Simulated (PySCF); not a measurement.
## How methods differ on the excitation energy of Rh+

Rh+ [Kr] 4d8 (3F) → Rh+ [Kr] 4d7 5s1 (5F), as a difference of total energies. Calculation: PySCF 2.14, in x2c-TZVPPall (8s6p6d2f1g, 79 functions); the spin-free X2C one-electron Hamiltonian (Gaussian nucleus). Correlated levels: valence: [Kr] frozen. The calculations carry no spin-orbit coupling.

```tsv
method	excitation energy (eV)	error (eV)
UHF	1.326	-0.800
MP2 (valence)	2.178	+0.052
SCS-MP2 (valence)	2.465	+0.339
CCSD (valence)	2.042	-0.084
CCSD(T) (valence)	2.087	-0.039
```

Reference: 2.126 eV (measured; NIST levels, between the centres of gravity of the two terms).

Errors of the correlated levels include the incompleteness of this basis and the frozen core.

The basis was made for the ground configuration and has no added diffuse functions, so the excitation energy can come out too high.
